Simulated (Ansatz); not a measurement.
The same β-hydride elimination along the group F, Cl, Br.

Calculated with Ansatz (gas phase, PBE0-D4/def2-TZVP geometries, no zero-point term in ΔE). CCSD(T)/CBS is the MP2 limit (def2-TZVPP, def2-QZVPP) plus CCSD(T) − MP2 in def2-TZVPP, frozen cores. This one scheme is used for every species. DFT in def2-TZVPP. For Br outer-core shells are correlated without core-valence functions, which leaves a few kJ/mol of doubt a bond. Scalar relativity is left out up to krypton. Each species was taken in one conformer, which may not be the lowest.

```tsv
reaction	B2PLYP (eV)	ωB97X-V (eV)	PBE-D4 (eV)	MP2/CBS(def2) (eV)	CCSD(T)/CBS(def2) (eV)
`CC[Si](N)(O)F` → `N[SiH](O)F` + ethylene	1.41	1.65	1.63	1.62	1.51
`CC[Si](N)(O)Cl` → `N[SiH](O)Cl` + ethylene	1.43	1.68	1.66	1.68	1.55
`CC[Si](N)(O)Br` → `N[SiH](O)Br` + ethylene	1.43	1.67	1.65	1.68	1.55
```

Largest T1 diagnostic: 0.011, for `N[SiH](O)F`.
